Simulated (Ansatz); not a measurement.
`C[O][GaH2]` → `[CH2]` (triplet) + `[OH][GaH2]` at 700 K and 1 bar (formal loss of a carbene).

Isolated molecules relaxed with PBE0-D4/def2-TZVP in Ansatz; ΔE leaves out vibrations. CCSD(T)/CBS adds triple-zeta CCSD(T) − MP2 to the extrapolated MP2 energy (def2 sets, frozen cores). This one scheme is used for every species. Triplets are unrestricted, without spin–orbit coupling. For Ga outer-core shells are correlated without core-valence functions, which leaves a few kJ/mol of doubt a bond. Scalar relativity is left out up to krypton.

| species | CCSD(T)/CBS energy (Eh) | H − E (kJ/mol) | S (J/(mol·K)) |
| --- | --- | --- | --- |
| `C[O][GaH2]` | -2040.16771 | 201.4 | 387.4 |
| `[CH2]` (triplet) | -39.09499 | 70.4 | 226.8 |
| `[OH][GaH2]` | -2000.92981 | 111.5 | 322.8 |

H − E and S are ideal-gas, rigid-rotor, harmonic terms from PBE0-D4/def2-TZVP, with the whole ground term of open shells counted as degenerate. 1 Eh = 2625.50 kJ/mol, R = 8.31446 J/(mol·K).

Problem. By hand: ΔE, ΔH, ΔS and ΔG.

Solution. ΔE = (-39.09499) + (-2000.92981) − (-2040.16771) = 0.14291 Eh = 375.2 kJ/mol. Δ(H − E) = 70.4 + 111.5 − 201.4 = -19.5, so ΔH = 355.7 kJ/mol. ΔS = 226.8 + 322.8 − 387.4 = 162.2 J/(mol·K). ΔG = 355.7 − 700 × (162.2)/1000 = 242.2 kJ/mol.

Problem. By hand: the equilibrium constant, and the temperature at which ΔG would vanish if ΔH and ΔS stayed fixed.

Solution. log₁₀ K = −ΔG/(RT ln 10) = -18.1. ΔG = 0 at ΔH/ΔS = 2193 K.

The number of gas molecules changes by +1, which sets the sign of ΔS. A doubt of 5 kJ/mol in ΔE shifts log₁₀ K by 0.4 here. A triplet takes part, so the spin changes. These are equilibria of isolated gas molecules and say nothing of rates. Largest T1 diagnostic: 0.015 (customary marks: 0.02 for closed shells, 0.045 for open ones).
